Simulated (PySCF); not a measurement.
# [Yb(NH3)]2+ at several levels of theory

Computed with PySCF 2.14.0 (density fitting, no spin-orbit coupling) at the geometry relaxed with PBE0:

```xyz
5
[Yb(NH3)]2+ (singlet in the valence; each metal's 4f electrons, 14 of them, lie in its core potential, out of spins and levels)
Yb    0.0000    0.0000   -0.1693
N     0.0000    0.0000    2.3306
H     0.9329    0.0000    2.7681
H    -0.4665    0.8079    2.7681
H    -0.4664   -0.8079    2.7681
```

```csv
level,basis,state,HOMO (eV),gap (eV),charge on Yb1 (e),population of f-type functions on Yb1 (polarisation alone where 4f lies in the core),dipole about the centre of mass (D),largest force component (eV/Å)
PBE0,"Yb lcecp-0-SVP with ECP60, N def2-SVP, H def2-SVP",singlet,–,–,1.69,0.00,2.44,0.00
r2SCAN,the same,singlet,–,–,1.70,0.00,2.38,0.11
BLYP,the same,singlet,–,–,1.64,0.00,2.69,0.40
```

In the lcecp rows the 4f levels are missing from HOMO and gap, and the state counts the valence alone.

Charges are Mulliken's, which hang on the basis. The relaxation used the grid (50, 194), these runs (75, 302) or, all-electron (x2c bases, spin-free X2C Hamiltonian), (99, 590).

**Question.** What does PBE0 with Yb lcecp-0-TZVP with ECP60, N def2-TZVP, H def2-TZVP give here?

**Answer.** state singlet, charge on Yb1 (e) 1.81, population of f-type functions on Yb1 (polarisation alone where 4f lies in the core) 0.00, dipole about the centre of mass (D) 2.55, largest force component (eV/Å) 0.26. Time: 3.7 s on 2 threads of Intel(R) Xeon(R) 6975P-C (Granite Rapids), with other jobs on the host, from free ions and atoms.

An lcecp potential fixes the number of 4f electrons, so in runs with it no electron can move into or out of that shell.
